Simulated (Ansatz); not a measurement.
# C2H7BSi+: structure from calculated spectroscopic constants

These gas-phase data were calculated for one isomer of C2H7BSi+ at B3LYP-D3(BJ)/def2-SVP (harmonic, unscaled wavenumbers; equilibrium rotational constants with average atomic masses):

* rotational constants: 17.7, 2.421, 2.19 GHz
* all wavenumbers above 1500 cm⁻¹: 3158, 3116, 3093, 3052, 3029, 2973, 2298

Candidates:

(1) the doublet with the links of `B[CH][SiH+]C`
(2) the doublet with the links of `C[B][SiH+]C`

Question: Assign the data to one candidate and say why.

Answer: Candidate (2). No mode falls between 2350 and 2900 cm⁻¹, where the B–H stretch of (1) would stand.

The same quantities for all candidates:

```
     rotational constants (GHz)               wavenumbers above 1500 cm⁻¹  E above the lowest, B3LYP-D3(BJ)/def2-SVP (kcal/mol)
(1)          22.93, 2.728, 2.53  3155, 3097, 3094, 3017, 2622, 2539, 2319                                                  12.0
(2)           17.7, 2.421, 2.19  3158, 3116, 3093, 3052, 3029, 2973, 2298                                                   0.0
```

Harmonic stretches to hydrogen usually lie a few per cent above observed fundamentals. Each candidate is one conformer. Open shells are spin-unrestricted. Programs: Ansatz 0.2.0.
